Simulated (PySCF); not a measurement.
Si(H)3(vinyl) (C2H6Si), SMILES C=C[SiH3].

Geometry: B3LYP-D3(BJ)/def2-TZVP.

All values below come from PySCF 2.14.0 with TDA-B3LYP/def2-SVPD.

Vertical excitations. The molecule is in vacuum. State labels are in the subgroup Cs.

Question: List the lowest excited states. (Estimate from the structure and the level; the computed values follow.)

Answer: 
```
state  symmetry  energy (eV)  λ (nm)      f                                              main pairs
-----  --------  -----------  ------  -----  ------------------------------------------------------
S1           A"         6.77     183  0.002                                        HOMO−1→LUMO 97 %
S2           A"         7.16     173  0.009                                        HOMO→LUMO+1 96 %
S3           A'         7.47     166  0.481                        HOMO→LUMO 77 %, HOMO−3→LUMO 16 %
S4           A"         7.70     161  0.003                                        HOMO−2→LUMO 94 %
S5           A"         7.77     160  0.002                      HOMO→LUMO+2 79 %, HOMO→LUMO+3 17 %
S6           A"         7.82     158  0.011                      HOMO→LUMO+3 77 %, HOMO→LUMO+2 17 %
S7           A'         8.20     151  0.052  HOMO→LUMO+4 56 %, HOMO−1→LUMO+1 23 %, HOMO−3→LUMO 17 %
S8           A"         8.29     150  0.013                                        HOMO→LUMO+5 89 %
S9           A'         8.29     150  0.001                    HOMO−1→LUMO+1 64 %, HOMO→LUMO+4 32 %
S10          A"         8.34     149  0.010                                        HOMO→LUMO+6 88 %
T1           A'         4.33     286      0                                          HOMO→LUMO 95 %
T2           A"         6.18     201      0                                        HOMO−1→LUMO 99 %
T3           A"         7.01     177      0                                        HOMO→LUMO+1 94 %
T4           A"         7.50     165      0    HOMO−2→LUMO 60 %, HOMO→LUMO+2 23 %, HOMO→LUMO+3 12 %
```
Triplets are in the Tamm–Dancoff approximation.
